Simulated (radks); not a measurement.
The holmium ion Ho36.5+, configuration [Ne] 3s1.5 3p6 3d10 4s2 4p1 (fractional occupations, a model configuration).

Method: Dirac Kohn-Sham, PBE, spin-unpolarised, spherical densities, finite nucleus; open shells are shared between the two j in proportion to 2j + 1; Fermi nuclear charge, rms radius 5.2022 fm; computed with a radial shooting solver on a logarithmic mesh with Libxc functionals.

Energy parts (Ry):
total: -23598.8572
kinetic: 26089.5239
electron-nucleus: -54409.3506
Hartree: 5146.2798
exchange-correlation: -425.3104

Orbitals (lengths in bohr, moments of r in powers of bohr; r(max) is where P^2 peaks):
orbital      occ.  eigenvalue (Ry)  <1/r>   r(max)      <r^2>       <r^4>  small-component weight
1s1/2           2        -4191.719  76.04  0.01311  0.0005881   9.252e-07                6.27e-02
2s1/2           2        -796.6154  18.29  0.07472   0.009073   0.0001427                1.40e-02
2p1/2           2        -764.4274  18.26  0.05617   0.006549  0.00008740                1.41e-02
2p3/2           4        -701.1585  15.92  0.06228   0.007761   0.0001179                1.30e-02
3s1/2         1.5        -261.4108  6.813   0.2095    0.05807    0.005039                4.67e-03
3p1/2           2        -247.5343  6.732   0.1968    0.05351    0.004473                4.61e-03
3p3/2           4        -233.7480  6.137   0.2091    0.05972    0.005515                4.31e-03
3d3/2           4        -210.4251  6.017   0.1646    0.04648    0.003745                4.17e-03
3d5/2           6        -207.3598  5.871   0.1680    0.04817    0.003991                4.09e-03
4s1/2           2        -124.0741  3.289   0.4475     0.2314     0.07411                2.01e-03
4p1/2    0.333333        -118.2499  3.226   0.4437     0.2302     0.07452                1.96e-03
4p3/2    0.666667        -113.8053  3.028   0.4632     0.2487     0.08660                1.87e-03

The highest occupied level is 4p3/2 at -1548.4 eV. The density falls to 0.001 e/bohr^3 at r = 1.07 bohr. The electron density at the nucleus is 8.024e+05 e/bohr^3. Summed over all electrons, <r^2> = 1.677 bohr^2, which gives a Langevin (diamagnetic) susceptibility term of -1.33 x 10^-6 cm^3/mol.
